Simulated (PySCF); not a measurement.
Si(OSiH3)(Me)2(Cl) (C2H9ClOSi2), SMILES C[Si](C)(Cl)O[SiH3].

Geometry: PBE-D3(BJ)/def2-SVP. One conformer was computed; it need not be the lowest.

The numbers are results of PBE/def2-TZVP (PySCF), not measurements.

Isolated molecule, no solvent.

Computed frontier levels, gap, dipole moment and polarisability:
```yaml
highest_occupied_level: -6.98 eV
lowest_empty_level: -0.72 eV
orbital_gap: 6.25 eV
dipole_moment: 1.70 D
quadrupole, principal values (traceless, Buckingham form, about the centre of nuclear charge): -5.85, 1.13, 4.73 D·Å
mean_static_polarisability: 92.2 bohr³ (13.66 Å³)
polarisability_principal_values: 88.1, 90.8, 97.6 bohr³
```
